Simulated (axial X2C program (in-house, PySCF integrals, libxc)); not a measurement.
What spin–orbit coupling does to Ca₂⁻

Computed with an axial X2C code built on PySCF integrals. Spin-free means the one-electron spin-free X2C Hamiltonian; two-component (2c) means X2C with spin–orbit coupling and atomic mean-field two-electron Coulomb and Gaunt terms, so the difference of the two also holds small scalar two-electron terms. Basis: Ca dyall-acv3z [12s13p7d5f] (cores contracted in-house); Gaussian nuclei, density fitting, unrestricted open shells. Masses: Ca 39.963 u.

Spin-free state: M_S = 1/2, Λ = 1 (beyond evenly filled blocks: π+α); fragments Ca- + Ca.

| level | Re (Å) | ωe (cm⁻¹) |
| --- | --- | --- |
| PBE0 | 3.825 | 107.3 |
| B97-3 | 3.883 | 101.2 |

Problem. Within this multiplet, which Ω should lie lowest by the rule for regular and inverted multiplets?

Solution. The open π shell holds one electron, so the multiplet is regular: Ω = Λ − 1/2 = 1/2. The PBE0 2c search agrees, though Ω = 3/2 of the search lies only 0.01 eV higher.

Two-component determinant lowest at the distance of the search:

Ω = 1/2 (⟨Sz⟩ = -0.50, ⟨Lz⟩ = 1.00 at PBE0); fragments Ca- + Ca.

```json
{"level": "PBE0", "Re (Å)": "3.823", "ωe (cm⁻¹)": "107.4"}
{"level": "B97-3", "Re (Å)": "3.881", "ωe (cm⁻¹)": "101.3"}
```

Problem. From the two tables, how do the constants change at the PBE0 level (2c against spin-free)?

Solution. At the PBE0 level Re goes down by 0.002 Å and ωe is unchanged to within 0.2 cm⁻¹.

The state is a single determinant with fixed occupations, the lowest that a limited PBE0 search found. De is not given where an atomic determinant may have missed its ground term or J level, or where the truncated virtual space spoils (T). Density functionals use the spin component along the axis (collinear). PBE0 can misorder states that lie within some tenths of an eV, so this need not be the ground state of the molecule. The nearest other spin-free determinant of the search, M_S = 1/2, Λ = 0, lies 0.08 eV up at the distance of the search. Without a current term, density functionals place determinants with orbital angular momentum somewhat too high. The highest occupied level of some functionals is positive through self-interaction error; at Hartree–Fock it is bound.
